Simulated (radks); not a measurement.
Results of a calculation; reference values are marked as such.
Spherical jellium clusters: N electrons in a uniform positive sphere of charge N and radius rs N^(1/3), rs = 3.04 bohr. Level of theory: non-relativistic Kohn-Sham, PBEsol, spin-polarised, spherical densities (a radial shooting solver with Libxc functionals). Levels are named by radial order and angular momentum (1s, 1p, 1d, 2s, ...), and open shells are averaged over m.

N = 6, configuration 1s2 1p(up 3, down 1). This is the lowest configuration that the search found. Occupied and some empty levels:

| level | occupation | eigenvalue (eV) | <r> (bohr) |
|---|---|---|---|
| 1s up | 1 | -6.0971 | 3.866 |
| 1s down | 1 | -5.5667 | 3.783 |
| 1p up | 3 | -3.7506 | 4.926 |
| 1p down | 1 | -3.1318 | 4.980 |
| 1d up | 0 | -1.2446 | 6.301 |
| 2s up | 0 | -1.0939 | 7.302 |
| 2s down | 0 | -0.80871 | 7.788 |
| 1d down | 0 | -0.71250 | 6.725 |

Energy (eV): total -8.36729, kinetic 16.334, external -201.86, Hartree 96.425, exchange-correlation -25.671, background 106.40.

Electron density:

| r (bohr) | n(r) (e/bohr^3) |
|---|---|
| 0.685 | 0.008124 |
| 1.42 | 0.008838 |
| 2.15 | 0.009460 |
| 2.89 | 0.009368 |
| 3.62 | 0.008220 |
| 4.36 | 0.006214 |
| 5.09 | 0.003992 |
| 5.83 | 0.002199 |
| 6.56 | 0.001082 |
| 7.30 | 0.0004953 |
| 8.03 | 0.0002183 |
| 8.77 | 0.00009490 |
| 9.50 | 0.00004098 |
